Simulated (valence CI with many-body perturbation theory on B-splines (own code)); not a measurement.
## Pt65+: calculated level list

Level of theory: configuration interaction combined with many-body perturbation theory (CI+MBPT): three valence electrons over a frozen Dirac-Fock core [Ne], radial functions for each j: 11 s, 11 p, 10 d, 8 f, 5 g, 2 h, with the one-electron correlation potential Σ1, the two-electron term Σ2, the three-electron term Σ3, Breit, model QED; selected CI, second order for the rest, scaled by the run's own slope (own B-spline code, finite nucleus).

The last digits are not significant, and no measured levels were compared; by estimate large intervals hold to a few tenths of a per cent, small ones and those within an open d or f shell to about a per cent.

Levels 46 to 90 of 157, with energies above the lowest level, (3s^2 3p1/2) J=1/2. "Leading %" is the weight of the configuration and term that name the level; weights of strongly mixed levels are sums over their largest components and can fall short. In the jj column 3d3/2^4 stands for four electrons in 3d with j = 3/2.

```csv
No.,Configuration,Term,J,E (eV),Leading %,Leading jj,Second component
46,3p2 3d,2D,3/2,1546.6,33,3p1/2 3p3/2 3d3/2 (80 %),22 % 3p2 3d 2P
47,3p2 3d,2D,5/2,1547.7,30,3p1/2 3p3/2 3d3/2 (84 %),22 % 3p2 3d 4F
48,3p2 3d,4P,1/2,1551.6,31,3p1/2 3p3/2 3d3/2 (85 %),30 % 3p2 3d 2P
49,3s 3d2,4F,3/2,1575.6,68,3s 3d3/2^2 (79 %),14 % 3s 3d2 2D
50,3s 3d2,4F,5/2,1590.7,42,3s 3d3/2^2 (76 %),21 % 3s 3d2 2D
51,3s 3d2,4P,1/2,1611.4,55,3s 3d3/2^2 (83 %),25 % 3s 3d2 2S
52,3p2 3d,4D,7/2,1618.3,48,3p1/2 3p3/2 3d5/2 (98 %),32 % 3p2 3d 4F
53,3p2 3d,2G,9/2,1626.3,59,3p1/2 3p3/2 3d5/2 (91 %),32 % 3p2 3d 4F
54,3p2 3d,2P,3/2,1630.6,50,3p1/2 3p3/2 3d5/2 (94 %),21 % 3p2 3d 4P
55,3p2 3d,2D,5/2,1635.0,44,3p1/2 3p3/2 3d5/2 (90 %),19 % 3p2 3d 4D
56,3p2 3d,2F,7/2,1647.7,48,3p1/2 3p3/2 3d5/2 (76 %),18 % 3p2 3d 4F
57,3p2 3d,4P,5/2,1650.0,42,3p1/2 3p3/2 3d5/2 (93 %),24 % 3p2 3d 2F
58,3p2 3d,2P,1/2,1661.3,44,3p1/2 3p3/2 3d5/2 (84 %),36 % 3p2 3d 2S
59,3p2 3d,2D,3/2,1665.4,59,3p1/2 3p3/2 3d5/2 (92 %),13 % 3p2 3d 4D
60,3s 3d2,4F,7/2,1677.9,77,3s 3d3/2 3d5/2 (80 %),11 % 3p2 3d 2F
61,3s 3d2,4F,5/2,1678.8,47,3s 3d3/2 3d5/2 (96 %),25 % 3s 3d2 4P
62,3s 3d2,4P,3/2,1685.5,83,3s 3d3/2 3d5/2 (99 %),9 % 3s 3d2 2D
63,3s 3d2,2G,9/2,1695.2,58,3s 3d3/2 3d5/2 (88 %),34 % 3s 3d2 4F
64,3s 3d2,2F,5/2,1703.1,49,3s 3d3/2 3d5/2 (84 %),29 % 3s 3d2 4P
65,3s 3d2,2G,7/2,1703.3,73,3s 3d3/2 3d5/2 (94 %),21 % 3s 3d2 2F
66,3s 3d2,2P,3/2,1709.1,36,3s 3d3/2 3d5/2 (84 %),32 % 3s 3d2 2D
67,3s 3d2,2P,1/2,1719.3,56,3s 3d3/2 3d5/2 (80 %),24 % 3s 3d2 4P
68,3p 3d2,4G°,5/2,1730.7,52,3p1/2 3d3/2^2 (100 %),36 % 3p 3d2 2F°
69,3p 3d2,2D°,3/2,1776.7,41,3p1/2 3d3/2^2 (98 %),35 % 3p 3d2 4F°
70,3p 3d2,2P°,1/2,1777.0,45,3p1/2 3d3/2^2 (99 %),39 % 3p 3d2 4D°
71,3s 3d2,4F,9/2,1780.9,65,3s 3d5/2^2 (97 %),34 % 3s 3d2 2G
72,3s 3d2,2D,5/2,1796.7,51,3s 3d5/2^2 (98 %),39 % 3s 3d2 4P
73,3p3,2P°,3/2,1796.9,50,3p3/2^3 (98 %),28 % 3p3 2D°
74,3s 3d2,2F,7/2,1805.5,64,3s 3d5/2^2 (93 %),20 % 3s 3d2 2G
75,3s 3d2,2P,3/2,1812.0,50,3s 3d5/2^2 (93 %),37 % 3s 3d2 2D
76,3s 3d2,2S,1/2,1832.0,66,3s 3d5/2^2 (96 %),16 % 3s 3d2 4P
77,3p 3d2,4G°,7/2,1845.5,56,3p1/2 3d3/2 3d5/2 (100 %),15 % 3p 3d2 2G°
78,3p 3d2,2D°,5/2,1849.3,25,3p1/2 3d3/2 3d5/2 (100 %),23 % 3p 3d2 4F°
79,3p 3d2,4D°,3/2,1856.6,42,3p1/2 3d3/2 3d5/2 (99 %),21 % 3p 3d2 2D°
80,3p 3d2,4P°,1/2,1859.8,49,3p1/2 3d3/2 3d5/2 (100 %),28 % 3p 3d2 4D°
81,3p 3d2,2H°,9/2,1862.2,53,3p1/2 3d3/2 3d5/2 (99 %),32 % 3p 3d2 2G°
82,3p 3d2,4D°,5/2,1886.6,28,3p1/2 3d3/2 3d5/2 (99 %),18 % 3p 3d2 4F°
83,3p 3d2,2F°,7/2,1892.4,47,3p1/2 3d3/2 3d5/2 (98 %),28 % 3p 3d2 2G°
84,3p 3d2,2P°,3/2,1898.1,32,3p1/2 3d3/2 3d5/2 (99 %),25 % 3p 3d2 4D°
85,3p 3d2,4D°,7/2,1972.2,37,3p1/2 3d5/2^2 (99 %),30 % 3p 3d2 2F°
86,3p 3d2,2G°,9/2,1977.4,32,3p1/2 3d5/2^2 (98 %),28 % 3p 3d2 4G°
87,3p 3d2,2P°,3/2,1984.3,29,3p1/2 3d5/2^2 (99 %),24 % 3p 3d2 2D°
88,3p 3d2,2F°,5/2,1987.2,39,3p1/2 3d5/2^2 (99 %),21 % 3p 3d2 4D°
89,3p2 3d,2D,3/2,2002.8,33,3p3/2^2 3d3/2 (99 %),25 % 3p2 3d 4P
90,3p2 3d,4D,5/2,2010.9,27,3p3/2^2 3d3/2 (96 %),23 % 3p2 3d 2F
```
